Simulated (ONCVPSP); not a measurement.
**What one change does to a pseudopotential (arsenic, ONCV)**

ONCVPSP 4.0.1 input, shortened (lines: element, Z, core and valence counts, functional; n l f; lmax; l rc ep ncon nbas qcut; lloc lpopt rc5 dvloc0; l nproj debl; icmod fcfact rcfact), PBEsol, scalar-relativistic:

```
  As 33.00    6    2  -116133      upf
    1    0    2.00
    2    0    2.00
    2    1    6.00
    3    0    2.00
    3    1    6.00
    3    2   10.00
    4    0    1.75
    4    1    3.25
    2
    0    1.70    0.00    5    8    4.50
    1    1.85    0.00    5    9    5.00
    2    2.00    0.40    3    7    4.20
    4    2    1.40    4.00
    0    1    0.40
    1    2    3.20
    2    1    2.90
    0    0.00    0.00
```

Change: s: qcut 3.3; p: qcut 3.6; d: qcut 3.1.

Cutoffs: the cutoffs (Ha) at which the residual kinetic energy of the hardest occupied pseudo-wave falls to 1 and 0.1 mHa per electron; they do not see the model core or the augmentation charge, which bear on the density cutoff. Errors are all-electron minus pseudo energies relative to the spin-unpolarised reference configuration.

Question: How do hardness, ghosts and transferability respond?

Answer: The potential gets harder (10 Ha and 24 Ha → 38 Ha and 57 Ha); the errors of the 4 common tests hardly move; neither file shows a bound ghost.

```tsv
quantity	base	changed
cutoff, loose	10 Ha	38 Ha
cutoff, tight	24 Ha	57 Ha
loose cutoff by channel	s 10 Ha, p 8.9 Ha	s 38 Ha, p 8.9 Ha
bound ghosts	none	none
GHOST(+) flags under 300 eV	none	none
error for 4s2 4p3, meV [ΔE -2.33 eV]	+0.5	+0.5
error for 4s2 4p2, meV [ΔE 6.82 eV]	-5.2	-4.9
error for 4s2 4p1, meV [ΔE 24.77 eV]	-27	-26
error for 4s0 4p5, meV [ΔE 16.74 eV]	+16	+18
s: phases at 1.72 bohr within 0.05 rad from the reference energy up to (Ha; the scan ends near 5)	2.4	2.1
p: phases at 1.87 bohr within 0.05 rad from the reference energy up to (Ha; the scan ends near 5)	4.6	4.6
d: phases at 2.02 bohr within 0.05 rad from the reference energy up to (Ha; the scan ends near 5)	4.7	4.8
```
